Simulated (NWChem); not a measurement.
Species: C$_{3}$H$_{5}$F; SMILES C/C=C\F

All runs: NWChem. The geometry was optimised at PBE-D3(BJ)/def2-SVP. Level: M06-2X/def2-SVP with COSMO at NWChem's default radii, gas-phase geometry; rows give the dielectric constant.

```json
[
 {"dielectric constant": "2.4", "electrostatic solvation energy (kcal/mol)": "-1.3", "dipole in solution (D)": "?"},
 {"dielectric constant": "3.9", "electrostatic solvation energy (kcal/mol)": "-1.7", "dipole in solution (D)": "1.70"},
 {"dielectric constant": "20.7", "electrostatic solvation energy (kcal/mol)": "-2.3", "dipole in solution (D)": "1.80"},
 {"dielectric constant": "37.5", "electrostatic solvation energy (kcal/mol)": "-2.3", "dipole in solution (D)": "1.81"},
 {"dielectric constant": "78.4", "electrostatic solvation energy (kcal/mol)": "-2.4", "dipole in solution (D)": "1.81"}
]
```

### Question
Some entries are withheld; supply them.

### Answer

- 2.4, dipole in solution (D): 1.63
